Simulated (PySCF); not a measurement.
All values below come from TPSSh-D3(BJ)/def2-TZVP // B3LYP-D3(BJ)/def2-TZVP in PySCF. All species are isolated molecules in the gas phase. Delta-SCF ions had no search for a lower state. Excitations are Tamm–Dancoff values on a coarser integration grid. The basis has no diffuse functions, so Rydberg states are missing or too high.

Reference species (SMILES): `[CH3][Al]([CH3])[F]` (neutral, multiplicity 1).

* **S1–T1 gap (TDA)**: 0.31 eV
* **brightest of the four lowest singlets (TDA)**: 6.79 eV
* **vertical ionisation energy (Delta-SCF)**: 9.87 eV
* **HOMO–LUMO gap**: 6.66 eV

Changed species: `[CH3][Al]([CH3])[CH3]` (3 of 3 F replaced by CH3; the reference has 2 of 3 F replaced by CH3).

Problem. Predict the effect on the S1–T1 gap (TDA), brightest of the four lowest singlets (TDA), vertical ionisation energy (Delta-SCF) and HOMO–LUMO gap.

Solution. the S1–T1 gap (TDA) hardly moves; the brightest of the four lowest singlets (TDA) falls by 0.16 eV, to 6.63 eV; the vertical ionisation energy (Delta-SCF) falls by 0.50 eV, to 9.37 eV; the HOMO–LUMO gap drops by 0.47 eV, to 6.19 eV.
